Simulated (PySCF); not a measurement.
SMILES c1cccc(c1)CCC=O (GFN2-xTB optimised geometry):

```
20

O      4.071    -0.030     0.556
C      3.329    -0.004     1.497
C      1.831     0.012     1.435
C      1.295     0.001     0.000
C     -0.206     0.001     0.000
C     -0.914     1.196     0.000
C     -2.297     1.197     0.040
C     -2.991     0.000     0.083
C     -2.295    -1.197     0.085
C     -0.912    -1.195     0.045
H      3.722     0.010     2.535
H      1.480     0.899     1.970
H      1.463    -0.856     1.990
H      1.677     0.879    -0.524
H      1.676    -0.886    -0.509
H     -0.376     2.133    -0.038
H     -2.835     2.134     0.035
H     -4.071     0.000     0.113
H     -2.831    -2.134     0.116
H     -0.373    -2.131     0.043
```

Calculation: B3LYP/def2-SVP in PySCF.

Problem. What are the frontier orbital energies and the dipole moment?

Solution. HOMO-2 -7.30 eV, HOMO-1 -7.08 eV, HOMO -6.70 eV, LUMO -0.73 eV, LUMO+1 -0.23 eV; dipole moment 2.32 D.

Meta-Löwdin charges at B3LYP/def2-SVP: O1 -0.37, C2 0.29, C3 -0.20, C4 -0.17, C5 0.02, C6 -0.12, C7 -0.10, C8 -0.11, C9 -0.10, C10 -0.12, H11 0.05, H12 0.11, H13 0.11, H14 0.10, H15 0.10, H16 0.10, H17 0.10, H18 0.10, H19 0.10, H20 0.10.
